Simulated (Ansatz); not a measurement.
Species: tribromo(chloro)germane, sum formula GeBr3Cl, net charge 0, singlet state. 
Structure (B3LYP-D3(BJ)/def2-TZVP (Ansatz, a quantum-chemistry and plane-wave program) minimum search):
SMILES: [Cl][Ge]([Br])([Br])[Br]
```xyz
5

Cl    -0.0238     0.0989     2.4149
Ge    -0.0027     0.0112     0.2731
Br     2.0502    -0.7499    -0.4242
Br    -1.6519    -1.4245    -0.4330
Br    -0.3843     2.1161    -0.5655
```
Charge 0, spin multiplicity 1.

Property: vertical triplet-singlet gap (E(triplet) - E(singlet); each state is the SCF solution reached for its spin; the molecule has degenerate orbitals, so one determinant may break the symmetry), in kJ/mol. Cores are frozen in the correlated levels unless marked. Open shells are spin-unrestricted. No spin-orbit coupling. Frozen are the shells of the preceding noble gas and the d and f shells that filled before the atom's block. Non-relativistic. CBS(X,Y): correlation extrapolated as X^-3; Hartree-Fock from the larger set. [CCSD(T)-MP2]/basis is that difference in the basis named.

RI-MP2/CBS(def2-TZVPPD,def2-QZVPPD)+[CCSD(T)-MP2]/def2-TZVPPD (Ansatz) gives 508.0 kJ/mol.

### Question
Another calculation gave 358.0 kJ/mol. Which level was it?
A) wB97M-V/def2-TZVPD (Ansatz)
B) B2PLYP/def2-TZVPD (Ansatz)
C) r2SCAN/def2-TZVPD (Ansatz)
D) SVWN5/def2-TZVPD (Ansatz)

### Answer
D, SVWN5/def2-TZVPD (Ansatz). The others give 396.4 (r2SCAN), 460.4 (B2PLYP), 475.2 (wB97M-V) kJ/mol.
